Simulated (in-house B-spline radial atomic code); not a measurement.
# Fe3+: [He] 2s2 (2p1/2)1 (2p3/2)4 3s2 (3p1/2)2 (3p3/2)3 3d6 4s1 (with a hole in an inner shell)

All numbers are computed (Dirac-Hartree-Fock, average of the jj configuration; Fermi nucleus of rms radius 3.7377 fm) with a radial B-spline atomic code at the basis-set limit, not measured.

Screening seen three ways: the hydrogenic charge with the same mean radius, Z_r = [3n² - l(l+1)]/(2<r>), the one with the same energy, Z_e = n√(-2ε), and Slater's rules. Values are occupation-weighted means over j.

```
shell  electrons   ε (eV)  <r> (bohr)    Z_r    Z_e  Slater
   1s          2  -7303.2     0.05835  25.71  23.17   25.70
   2s          2  -965.57      0.2621  22.89  16.85   22.20
   2p          5   -841.6      0.2319  21.56  15.73   22.20
   3s          2  -166.53      0.7777  17.36  10.50   15.95
   3p          5  -127.44      0.8067  15.50   9.18   15.95
   3d          6  -65.756      0.8748  12.00   6.60    8.25
   4s          1  -38.276       2.209  10.86   6.71    5.95
```

The least bound orbital is 4s1/2 at -38.28 eV, and it is also the most diffuse (<r> = 2.209 bohr). The part-filled 2p shell lies below the filled 3s shell in orbital energy.

For the 1s electron the small component carries 0.876 % of the norm, the zero-frequency Breit interaction raises the level by 8.027 eV, self-energy by 4.128 eV, and vacuum polarisation lowers it by 0.3518 eV.
